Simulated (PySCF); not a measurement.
Sn(H)(vinyl)(OH)2 (C2H6O2Sn), SMILES [OH][SnH]([OH])[CH]=C.

Coordinates come from a B3LYP-D3(BJ)/def2-SVP optimisation. The structure was generated by enumeration; whether it is a known compound was not checked. The def2 effective core potentials stand for the cores of Sn; spin–orbit coupling is left out. Other conformers were not sampled.

These are C-PCM-ωB97X/def2-SVP (PySCF) values and carry that method's errors.

The values are the electrostatic part of the solvation free energy, E(continuum) − E(gas) at the gas-phase geometry, in a cavity of scaled van der Waals radii (PySCF's table); cavitation and dispersion terms are not included. A continuum can't describe solvent molecules that bind to the metal. In vacuum the orbital gap is 11.93 eV. The dipole moment in vacuum is 1.28 D.

Computed values in water (ε = 78.36), dichloromethane (ε = 8.93), benzene (ε = 2.27):
| solvent | ε | ΔG(elec) (kcal/mol) | dipole (D) | gap (eV) |
|---|---|---|---|---|
| water | 78.36 | -9.3 | 1.59 | 12.07 |
| dichloromethane | 8.93 | -8.3 | 1.55 | 12.06 |
| benzene | 2.27 | -5.1 | 1.43 | 12.01 |
